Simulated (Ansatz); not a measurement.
`B[SiH](F)F` + `N=C[SiH3]` → `B[Si](F)(F)[SiH3]` + `C=N` at 500 K and 1 bar (formal exchange of groups at the Si–H bond).

Program: Ansatz. Geometries: PBE0-D4/def2-TZVP. ΔE: electronic, gas phase. CCSD(T)/CBS adds triple-zeta CCSD(T) − MP2 to the extrapolated MP2 energy (def2 sets, frozen cores). This one scheme is used for every species. Each species was taken in one conformer, which may not be the lowest.

| species | CCSD(T)/CBS energy (Eh) | H − E (kJ/mol) | S (J/(mol·K)) |
| --- | --- | --- | --- |
| `B[SiH](F)F` | -515.35308 | 127.5 | 369.5 |
| `N=C[SiH3]` | -384.79808 | 178.1 | 332.3 |
| `B[Si](F)(F)[SiH3]` | -805.62947 | 188.0 | 452.1 |
| `C=N` | -94.52360 | 124.2 | 249.5 |

H − E and S are ideal-gas, rigid-rotor, harmonic terms from PBE0-D4/def2-TZVP, for one conformer and one mirror image of each species. 1 Eh = 2625.50 kJ/mol, R = 8.31446 J/(mol·K).

Problem. By hand: ΔE, ΔH, ΔS and ΔG.

Solution. ΔE = (-805.62947) + (-94.52360) − (-515.35308) − (-384.79808) = -0.00191 Eh = -5.0 kJ/mol. Δ(H − E) = 188.0 + 124.2 − 127.5 − 178.1 = 6.6, so ΔH = 1.6 kJ/mol. ΔS = 452.1 + 249.5 − 369.5 − 332.3 = -0.2 J/(mol·K). ΔG = 1.6 − 500 × (-0.2)/1000 = 1.7 kJ/mol.

Problem. By hand: the equilibrium constant, and the temperature at which ΔG would vanish if ΔH and ΔS stayed fixed.

Solution. log₁₀ K = −ΔG/(RT ln 10) = -0.2. ΔH and −TΔS have one sign here, so there is no such temperature. One of them is within its doubt of zero, so this could turn.

The number of gas molecules stays the same, so ΔS is small and ΔH decides. The sign of ΔG lies within the doubt. A doubt of 5 kJ/mol in ΔE shifts log₁₀ K by 0.5 here. Other conformers and mirror images would add mixing entropy, several J/(mol·K) or more a flexible species. Modes under 60 cm⁻¹, often nearly free rotors, make the harmonic entropy too high. These are equilibria of isolated gas molecules and say nothing of rates. Largest T1 diagnostic: 0.013 (customary marks: 0.02 for closed shells, 0.045 for open ones).
